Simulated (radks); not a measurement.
Effect of the nuclear size on the hafnium ion Hf37+, [Ar] 3d10 4s2 4p5. Calculated with a radial shooting solver on a logarithmic mesh with Libxc functionals: Dirac Kohn-Sham, LDA (Slater exchange, Perdew-Wang correlation), spin-unpolarised, spherical densities, finite nucleus; open shells are shared between the two j in proportion to 2j + 1; Fermi nuclear charge, rms radius 5.347 fm. The rms radius is varied about that value; shifts are against it.

rms radius (fm)  total energy shift (eV)  density at nucleus (e/bohr^3)  1s1/2 shift (meV)  2s1/2 shift (meV)  3p1/2 shift (meV)  4s1/2 shift (meV)  4p1/2 shift (meV)  4p3/2 shift (meV)  5s1/2 (empty) shift (meV)
4.7802                             -9.72                      1.251e+06              -3950               -546              0.113              -38.7              0.117               2.45                      -16.8
4.8872                             -7.94                      1.242e+06              -3230               -446              0.091              -31.6              0.095               2.00                      -13.7
5.347                                  0                      1.206e+06              0.000              0.000              0.000              0.000              0.000              0.000                      0.000
5.7427                              7.22                      1.178e+06               2930                405             -0.075               28.7             -0.084              -1.82                       12.4
6.1972                              15.9                      1.149e+06               6470                895             -0.155               63.4             -0.182              -4.02                       27.5

Slopes of the eigenvalues against <r^2> in GHz/fm^2, as finite differences over the two radii next to the reference (eigenvalue slopes, not the field-shift constants of lines): 1s1/2 164000, 2s1/2 22600, 3p1/2 -4.41, 4s1/2 1610, 4p1/2 -4.76, 4p3/2 -102, 5s1/2 (empty) 695.
